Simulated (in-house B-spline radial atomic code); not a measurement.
# Ionising Ni²⁶⁺ with different functionals

Computed with an all-electron radial atomic-structure program (B-spline basis): four-component Dirac-Coulomb Hamiltonian, Fermi nucleus of rms radius 3.7757 fm, spin-restricted, spherical fractional occupations for the functionals. The ionisation energy is the difference of two self-consistent energies, 1s2 → 1s1, without Breit or QED terms; ε is the level of the shell that loses the electron (mean over j).

| method | rung | ΔSCF (eV) | -ε(1s) (eV) |
| --- | --- | --- | --- |
| PW91 | GGA | ? | ? |
| PBEsol | GGA | 10326.9 | 10114.5 |
| PBE | GGA | 10336.5 | 10123.6 |
| AM05 | GGA | ? | ? |

Task: What does AM05 give?

Result: ΔSCF 10317.7 eV, and -ε(1s) = 10105.7 eV.

Task: What does PW91 give?

Result: ΔSCF 10338.0 eV, and -ε(1s) = 10125.3 eV.

Task: How do they compare with the NIST value?

Result: NIST lists 10288.885 eV ± 0.001 (tabulated theory, ground level to ground level). Errors run from +28.8 to +49.1 eV. The correlated functionals all miss on the same side by more than they spread, so the cause is common to them (Breit-QED terms, spin polarisation, or a listed next ion that isn't the cheapest removal here) and closeness doesn't rank the functionals.
